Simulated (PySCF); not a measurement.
**Polarisability and C₆ of V⁺ (vanadium, charge +1)**

[Ar] 3d4, high-spin 5D determinant. Calculation: PySCF 2.14, in x2c-QZVPPall with one added diffuse shell each of s, p, d, f, g type (12s8p6d4f3g, 121 functions); the spin-free X2C one-electron Hamiltonian (Gaussian nucleus). Coupled (time-dependent) response in atomic units; α is the mean over directions.

```tsv
method	mean α (bohr³)	α xx, yy, zz	C₆ (like pair)	S(−4)
PBE0	15.86	15.18, 15.18, 17.24	59.61	384.3
```

S(−4) is the Cauchy moment in α(ω) = α(0) + S(−4) ω² + …

α(iu) at PBE0:

```
u (hartree)  α(iu) (bohr³)
          0          15.86
     0.0500          14.99
      0.100          13.07
      0.200          9.552
      0.300          7.408
      0.500          5.136
      0.750          3.693
       1.00          2.841
       1.50          1.859
       2.00          1.315
       3.00         0.7565
       5.00         0.3428
```

For an ion, C₆ is the dispersion term alone; charge-induced terms of lower order in 1/R come first.

The components differ because the open shell of this determinant is not spherical; for a pure term their mean is the scalar polarisability.
